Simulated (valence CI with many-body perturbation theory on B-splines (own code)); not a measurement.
## Level structure of Tl58+

Calculated by configuration interaction combined with many-body perturbation theory (CI+MBPT): five valence electrons over a frozen Dirac-Fock core [Ar], a basis of 7 s, 7 p, 8 d, 6 f, 4 g, 1 h functions for each j, with the one-electron correlation potential Σ1, the two-electron term Σ2, the three-electron term Σ3, Breit, model QED; selected CI, second order for the rest (own B-spline code, finite nucleus).

No measured spectrum was set against this ion. As an estimate, large intervals hold to a few tenths of a per cent, small ones and those within an open d or f shell to about a per cent. The list stops below the first excitations out of the core. Only levels of the ground parity were solved; by the run's estimate the other parity begins above the list, which can be wrong where configurations are misplaced.

Levels 1 to 27 of 27, with energies above the lowest level, (3d3/2^4 3d5/2) J=5/2. "Leading %" is the weight of the configuration and term that name the level; weights of strongly mixed levels are sums over their largest components and can fall short. In the jj column 3d3/2^4 stands for four electrons in 3d with j = 3/2. Lifetimes count E1, E2, E3, M1 and M2 decay at the calculated energies, and are blank where another channel may lead or the interval is too uncertain; long ones can be off by a factor of two.

```csv
No.,Configuration,Term,J,E (cm⁻¹),Leading %,Lifetime,g,Leading jj
1,3d⁵,²D,5/2,0,27,,1.246,3d3/2^4 3d5/2 (98 %)
2,3d⁵,⁶S,5/2,767430,32,71.7 ns,1.321,3d3/2^3 3d5/2^2 (97 %)
3,3d⁵,⁴G,7/2,868730,31,162 ns,1.158,3d3/2^3 3d5/2^2 (100 %)
4,3d⁵,²H,11/2,876910,46,,1.090,3d3/2^3 3d5/2^2 (100 %)
5,3d⁵,⁴D,3/2,888760,37,72.8 ns,1.126,3d3/2^3 3d5/2^2 (99 %)
6,3d⁵,²G,9/2,931840,35,220 μs,1.125,3d3/2^3 3d5/2^2 (99 %)
7,3d⁵,²D,5/2,969470,38,5.51 μs,1.122,3d3/2^3 3d5/2^2 (98 %)
8,3d⁵,²F,7/2,1007500,39,2.36 μs,1.062,3d3/2^3 3d5/2^2 (99 %)
9,3d⁵,⁴P,1/2,1011300,37,25.8 μs,1.749,3d3/2^3 3d5/2^2 (96 %)
10,3d⁵,²D,3/2,1175900,65,1.10 μs,0.801,3d3/2^3 3d5/2^2 (96 %)
11,3d⁵,⁶S,5/2,1625400,38,36.8 ns,1.321,3d3/2^2 3d5/2^3 (97 %)
12,3d⁵,⁴G,11/2,1705600,51,96.1 ns,1.087,3d3/2^2 3d5/2^3 (100 %)
13,3d⁵,⁴D,7/2,1705900,52,64.5 ns,1.205,3d3/2^2 3d5/2^3 (100 %)
14,3d⁵,⁴G,9/2,1725000,64,96.4 ns,1.137,3d3/2^2 3d5/2^3 (99 %)
15,3d⁵,²I,13/2,1748500,100,506 ns,1.063,3d3/2^2 3d5/2^3 (100 %)
16,3d⁵,⁴D,1/2,1776300,79,51.4 ns,0.420,3d3/2^2 3d5/2^3 (99 %)
17,3d⁵,⁴P,3/2,1786200,54,39.2 ns,1.155,3d3/2^2 3d5/2^3 (99 %)
18,3d⁵,²F,5/2,1793400,42,69.6 ns,1.019,3d3/2^2 3d5/2^3 (99 %)
19,3d⁵,²H,9/2,1839800,53,62.0 ns,1.093,3d3/2^2 3d5/2^3 (100 %)
20,3d⁵,²G,7/2,1861500,61,195 ns,0.977,3d3/2^2 3d5/2^3 (100 %)
21,3d⁵,²D,3/2,1883800,83,149 ns,0.856,3d3/2^2 3d5/2^3 (96 %)
22,3d⁵,⁴F,5/2,1885100,66,56.4 ns,1.046,3d3/2^2 3d5/2^3 (99 %)
23,3d⁵,²G,7/2,1942700,49,116 ns,1.023,3d3/2^2 3d5/2^3 (98 %)
24,3d⁵,⁴P,1/2,1944700,48,79.0 ns,1.740,3d3/2^2 3d5/2^3 (93 %)
25,3d⁵,²G,9/2,2023300,81,207 ns,1.101,3d3/2^2 3d5/2^3 (99 %)
26,3d⁵,²P,3/2,2164400,74,203 ns,1.173,3d3/2^2 3d5/2^3 (99 %)
27,3d⁵,²D,5/2,2203900,82,127 ns,1.170,3d3/2^2 3d5/2^3 (97 %)
```

The ionisation energy to 3d⁴ ³P0 of the next ion comes out as 5969.9 eV (NIST: 5969 ± 6 eV (theoretical)). All 27 levels together are meant to be complete up to 2273000 cm⁻¹.
